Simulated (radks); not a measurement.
Kinetic energies: the exact non-interacting value of the Kohn-Sham orbitals and orbital-free approximations, as 100 (|E| - |E exact|)/|E exact|, negative where the magnitude is too small. Species: Ge4+ [Ar] 3d10; Zn [Ar] 3d10 4s2; P [Ne] 3s2 3p3. All-electron calculation, non-relativistic Kohn-Sham, exchange-only PBE, spin-polarised, spherical densities, point nucleus. Program: a radial shooting solver on a logarithmic mesh with Libxc functionals. Every spin shell is full or empty, so the densities are truly spherical. Functionals are evaluated on that one density, not self-consistently.

| functional | Ge4+ | Zn | P |
|---|---|---|---|
| exact (hartree) | 2071.45 | 1777.78 | 340.592 |
| Thomas-Fermi | -6.19 | -6.36 | -7.38 |
| von Weizsacker | -51.62 | -50.65 | -38.08 |
| TF + vW/9 | -0.81 | -0.87 | -0.50 |
| TF + vW/5 | +3.49 | +3.51 | +5.00 |
| LC94 | -0.05 | -0.11 | +0.19 |
| APBEK | +0.03 | -0.02 | +0.32 |
| revAPBEK | +0.26 | +0.22 | +0.69 |
| Perdew 92 | -0.80 | -0.86 | -0.49 |
| Thakkar | -0.53 | -0.55 | 0.00 |
| Pearson | -1.22 | -1.29 | -1.60 |
| LKT | +22.88 | +23.33 | +31.37 |
| PG1 | +18.13 | +18.47 | +25.46 |
| DePristo-Kress | -0.15 | -0.19 | +0.07 |
| Ernzerhof | -0.43 | -0.49 | +0.15 |
